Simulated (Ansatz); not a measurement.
`FBOCS` and `O[SiH2]OCS` differ in one atom or group.

Ansatz, PBE0-D4/def2-TZVP geometries, multiplicity 1. Each molecule was computed in one conformer, which needn't be the lowest.

```tsv
property	`FBOCS`
LUMO energy (PBE/def2-TZVPP) / eV	-1.07
size of the dipole moment (ωB97M-V/def2-TZVPP) / D	1.90
HOMO energy (PBE/def2-TZVPP) / eV	-6.25
HOMO–LUMO gap (PBE0/def2-TZVPP) / eV	7.46
size of the dipole moment (B3LYP/def2-TZVPP) / D	1.92
HOMO energy (PBE0/def2-TZVPP) / eV	-7.52
```

Q: Give the same properties after the change, and the shifts. (Best estimate.)

A: Ansatz gave: 
| property | `O[SiH2]OCS` | shift |
| --- | --- | --- |
| LUMO energy (PBE/def2-TZVPP) / eV | -0.89 | 0.18 |
| size of the dipole moment (ωB97M-V/def2-TZVPP) / D | 1.66 | -0.24 |
| HOMO energy (PBE/def2-TZVPP) / eV | -6.32 | -0.07 |
| HOMO–LUMO gap (PBE0/def2-TZVPP) / eV | 7.65 | 0.19 |
| size of the dipole moment (B3LYP/def2-TZVPP) / D | 1.64 | -0.28 |
| HOMO energy (PBE0/def2-TZVPP) / eV | -7.59 | -0.07 |

With PBE0 the HOMO falls by 0.07 eV and the LUMO rises by 0.12 eV, so the gap widens by about 0.19 eV. PBE moves the HOMO by -0.07 eV and ωB97M-V by -0.08 eV. Dipoles are sizes alone; their direction can turn.

B3LYP here is the variant with VWN-RPA as its local correlation; programs differ in this.
